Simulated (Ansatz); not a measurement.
Start from `[NH2][GaH][OH]` and change one element to get `NBO`.

Ansatz, PBE0-D4/def2-TZVP geometries, multiplicity 1. Each molecule was computed in one conformer, which needn't be the lowest.

Scalar relativity is left out up to krypton.

```tsv
property	`[NH2][GaH][OH]`
HOMO–LUMO gap (PBE/def2-TZVPP) / eV	5.11
size of the dipole moment (B3LYP/def2-TZVPP) / D	2.34
size of the dipole moment (ωB97M-V/def2-TZVPP) / D	2.31
HOMO–LUMO gap (PBE0/def2-TZVPP) / eV	7.31
HOMO energy (PBE/def2-TZVPP) / eV	-5.97
size of the dipole moment (PBE/def2-TZVPP) / D	2.32
```

**Question.** Give the same properties after the change, and the shifts. (Best estimate.)

**Answer.** The calculation gave: 
| property | `NBO` | shift |
| --- | --- | --- |
| HOMO–LUMO gap (PBE/def2-TZVPP) / eV | 6.62 | 1.51 |
| size of the dipole moment (B3LYP/def2-TZVPP) / D | 0.63 | -1.71 |
| size of the dipole moment (ωB97M-V/def2-TZVPP) / D | 0.61 | -1.70 |
| HOMO–LUMO gap (PBE0/def2-TZVPP) / eV | 8.91 | 1.60 |
| HOMO energy (PBE/def2-TZVPP) / eV | -6.31 | -0.34 |
| size of the dipole moment (PBE/def2-TZVPP) / D | 0.57 | -1.75 |

With PBE0 the HOMO falls by 0.36 eV and the LUMO rises by 1.23 eV, so the gap widens by about 1.59 eV. PBE moves the HOMO by -0.34 eV and ωB97M-V by -0.36 eV. Dipoles are sizes alone; their direction can turn.

B3LYP here is the variant with VWN-RPA as its local correlation; programs differ in this.
